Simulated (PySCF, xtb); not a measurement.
H₅NOSeSi, SMILES N[Se]O[SiH3].

GFN2-xTB run with xtb at its own geometry gives an orbital gap of 3.15 eV and a dipole moment of 2.77 D.

Coordinates come from a B3LYP-D3(BJ)/def2-SVP optimisation. The structure was generated by enumeration, and PubChem lists no compound with its InChIKey, so it may never have been made. The values are those of a single conformer.

Q: What does HF/def2-TZVP (PySCF) give? (An estimate is asked for; the answer gives what the named calculation found.)

A: gap 12.12 eV (levels -9.46 and 2.66 eV), dipole 1.70 D.
